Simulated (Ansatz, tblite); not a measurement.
Isomers of Li₅Si (doublet), found by a short tight-binding search and relaxed with PBE-D4/def2-TZVP in Ansatz.

The xTB rows come from tblite. Correlated methods freeze 5 core orbitals; core or outer-core shells of Li are correlated, in sets that lack core-valence functions.

Run but left out: MP2/def2-TZVPP (A: ⟨S²⟩ 1.02, where a pure state has 0.75).

A: At CCSD(T)/def2-TZVPP the charge 0 doublet is spin-contaminated (final ⟨S²⟩ up to 1.02, 0.75 for a pure state). B: At CCSD(T)/def2-TZVPP the charge 0 doublet is spin-contaminated (final ⟨S²⟩ up to 1.01, 0.75 for a pure state).

Other spin states weren't relaxed.

A:

```xyz
6

Li    2.129   -0.745   -0.722
Li   -0.796   -2.229   -0.085
Li   -1.963    0.621    1.170
Li   -0.571    0.449   -1.559
Li    0.955    2.100    0.523
Si    0.246   -0.196    0.673
```

B:

```csv
atom,x (Å),y (Å),z (Å)
Li1,0.129,-1.866,0.016
Li2,0.774,0.348,-2.256
Li3,-0.835,0.274,2.230
Li4,2.241,0.480,0.755
Li5,-2.277,0.154,-0.735
Si6,-0.032,0.610,-0.010
```

Q: Estimate which lies lowest at each level, and how far above it the others are (kJ/mol).

A: 
```json
{"level": "GFN1-xTB", "A": "0.0", "B": "14.9"}
{"level": "HF/def2-TZVPP", "A": "3.8", "B": "0.0"}
{"level": "PBE-D4/def2-TZVP", "A": "0.3", "B": "0.0"}
{"level": "r2SCAN-D4/def2-TZVP", "A": "0.8", "B": "0.0"}
{"level": "B97M-V/def2-TZVP", "A": "0.0", "B": "1.2"}
{"level": "PBE0-D4/def2-TZVP", "A": "0.6", "B": "0.0"}
{"level": "CAM-B3LYP-D4/def2-TZVP", "A": "0.7", "B": "0.0"}
{"level": "CCSD/def2-TZVPP", "A": "0.9", "B": "0.0"}
{"level": "CCSD(T)/def2-TZVPP", "A": "0.2", "B": "0.0"}
```
Point groups (tolerance 0.1 Å): A C4v, B not assigned. Lower isomers may exist.
